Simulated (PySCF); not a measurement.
I₄Ta, doublet, at a GFN2-xTB geometry (such geometries of metal compounds can be far from the true shape) (the multiplicity is a formal guess) (core potentials on I, Ta); PySCF with HF/def2-SV(P).

Here is a job for PySCF.
```python
from pyscf import gto, scf

mol = gto.M(
    atom='''
Ta    0.00000000    0.00000000   -0.00000000
I     2.14803797   -0.62112321   -1.53592236
I     0.80329252    0.39491315    2.56079741
I    -1.16152379    2.26305335   -0.94253416
I    -1.78980670   -2.03684329   -0.08234089
''',
    basis='def2-sv(p)',
    ecp={'I': 'def2-sv(p)', 'Ta': 'def2-sv(p)'},
    spin=1,
    verbose=4,
)

mf = scf.UHF(mol)
mf.kernel()
mf.analyze()
```

It wrote (shortened):

```
PySCF version 2.14.0

[INPUT] verbose = 4
[INPUT] num. atoms = 5
[INPUT] num. electrons = 113
[INPUT] charge = 0
[INPUT] spin (= nelec alpha-beta = 2S) = 1
[INPUT] symmetry False subgroup None
[INPUT] Mole.unit = angstrom
[INPUT] Symbol           X                Y                Z      unit          X                Y                Z       unit  Magmom
[...]
nuclear repulsion = 701.554984792394
number of shells = 51
number of NR pGTOs = 294
number of NR cGTOs = 129
basis = def2-sv(p)
ecp = {'I': 'def2-sv(p)', 'Ta': 'def2-sv(p)'}

******** <class 'pyscf.scf.uhf.UHF'> ********
method = UHF
initial guess = minao
damping factor = 0
level_shift factor = 0
DIIS = <class 'pyscf.scf.diis.CDIIS'>
diis_start_cycle = 1
diis_space = 8
diis_damp = 0
SCF conv_tol = 1e-09
SCF conv_tol_grad = None
SCF max_cycles = 50
direct_scf = True
direct_scf_tol = 1e-13
number electrons alpha = 57  beta = 56
Set gradient conv threshold to 3.16228e-05
init E= -1099.30941648811

cycle= 1 E= -1239.9809227153  delta_E= -141  |g|= 2.94  |ddm|= 12.1
cycle= 2 E= -1242.4307529987  delta_E= -2.45  |g|=  1.4  |ddm|= 6.74
cycle= 3 E= -1242.97583313678  delta_E= -0.545  |g|= 0.544  |ddm|= 1.97
cycle= 4 E= -1243.16781841217  delta_E= -0.192  |g|= 0.13  |ddm|= 0.89
cycle= 5 E= -1243.18010914249  delta_E= -0.0123  |g|= 0.016  |ddm|= 0.177
cycle= 6 E= -1243.18045965457  delta_E= -0.000351  |g|= 0.00499  |ddm|= 0.0423
cycle= 7 E= -1243.18054849436  delta_E= -8.88e-05  |g|= 0.00257  |ddm|= 0.0227
cycle= 8 E= -1243.18058485453  delta_E= -3.64e-05  |g|= 0.00122  |ddm|= 0.0169
cycle= 9 E= -1243.18059408545  delta_E= -9.23e-06  |g|= 0.000441  |ddm|= 0.0104
cycle= 10 E= -1243.18059515397  delta_E= -1.07e-06  |g|= 0.000158  |ddm|= 0.00347
cycle= 11 E= -1243.18059527715  delta_E= -1.23e-07  |g|= 5.65e-05  |ddm|= 0.00102
cycle= 12 E= -1243.18059529235  delta_E= -1.52e-08  |g|= 2.61e-05  |ddm|= 0.000322
cycle= 13 E= -1243.1805952965  delta_E= -4.15e-09  |g|= 1.48e-05  |ddm|= 0.000163
cycle= 14 E= -1243.18059529806  delta_E= -1.56e-09  |g|= 1.16e-05  |ddm|= 9.91e-05
cycle= 15 E= -1243.18059529905  delta_E= -9.85e-10  |g|= 1.11e-05  |ddm|= 6.82e-05
Extra cycle  E= -1243.18059529966  delta_E= -6.07e-10  |g|= 1.1e-05  |ddm|= 4.23e-05
converged SCF energy = -1243.18059529966  <S^2> = 0.77002182  2S+1 = 2.0199226
**** SCF Summaries ****
Total Energy =                       -1243.180595299655579
Nuclear Repulsion Energy =             701.554984792393839
One-electron Energy =                -3565.195033835563663
[...]
spin_pop of  2 I 6px      -0.00207
spin_pop of  2 I 6py      -0.00294
spin_pop of  2 I 6pz      -0.00567
spin_pop of  2 I 7px      -0.02778
spin_pop of  2 I 7py       0.00492
spin_pop of  2 I 7pz       0.00122
spin_pop of  2 I 4dxy      0.00058
spin_pop of  2 I 4dyz      0.00092
spin_pop of  2 I 4dz^2     0.00092
spin_pop of  2 I 4dxz      0.00004
spin_pop of  2 I 4dx2-y2   -0.00000
spin_pop of  2 I 5dxy      0.00044
spin_pop of  2 I 5dyz      0.00169
spin_pop of  2 I 5dz^2     0.00417
spin_pop of  2 I 5dxz      0.00021
spin_pop of  2 I 5dx2-y2    0.00173
spin_pop of  3 I 4s        0.00000
spin_pop of  3 I 5s        0.00044
spin_pop of  3 I 6s       -0.00025
spin_pop of  3 I 7s       -0.00012
spin_pop of  3 I 4px      -0.00000
spin_pop of  3 I 4py       0.00002
spin_pop of  3 I 4pz      -0.00067
spin_pop of  3 I 5px      -0.00037
spin_pop of  3 I 5py      -0.00002
spin_pop of  3 I 5pz      -0.00005
spin_pop of  3 I 6px      -0.00068
spin_pop of  3 I 6py      -0.00132
spin_pop of  3 I 6pz      -0.03010
spin_pop of  3 I 7px      -0.00352
spin_pop of  3 I 7py       0.00361
spin_pop of  3 I 7pz      -0.00036
spin_pop of  3 I 4dxy      0.00064
spin_pop of  3 I 4dyz      0.00030
spin_pop of  3 I 4dz^2     0.00007
spin_pop of  3 I 4dxz      0.00072
spin_pop of  3 I 4dx2-y2   -0.00001
spin_pop of  3 I 5dxy      0.00075
spin_pop of  3 I 5dyz      0.00008
spin_pop of  3 I 5dz^2     0.00030
spin_pop of  3 I 5dxz      0.00208
spin_pop of  3 I 5dx2-y2    0.00405
spin_pop of  4 I 4s        0.00000
spin_pop of  4 I 5s        0.00044
spin_pop of  4 I 6s       -0.00026
spin_pop of  4 I 7s       -0.00011
spin_pop of  4 I 4px      -0.00002
spin_pop of  4 I 4py      -0.00044
spin_pop of  4 I 4pz      -0.00058
spin_pop of  4 I 5px       0.00219
spin_pop of  4 I 5py      -0.00003
spin_pop of  4 I 5pz      -0.00004
spin_pop of  4 I 6px       0.00338
spin_pop of  4 I 6py      -0.01892
spin_pop of  4 I 6pz      -0.02563
spin_pop of  4 I 7px       0.00490
spin_pop of  4 I 7py       0.00079
spin_pop of  4 I 7pz       0.00014
spin_pop of  4 I 4dxy      0.00077
spin_pop of  4 I 4dyz      0.00013
spin_pop of  4 I 4dz^2     0.00061
spin_pop of  4 I 4dxz      0.00062
spin_pop of  4 I 4dx2-y2   -0.00002
spin_pop of  4 I 5dxy      0.00253
spin_pop of  4 I 5dyz      0.00068
spin_pop of  4 I 5dz^2     0.00130
spin_pop of  4 I 5dxz      0.00196
spin_pop of  4 I 5dx2-y2    0.00025
In total            57.00000 | 56.00000
Dipole moment(X, Y, Z, Debye): -0.00000,  0.00000,  0.00000
```
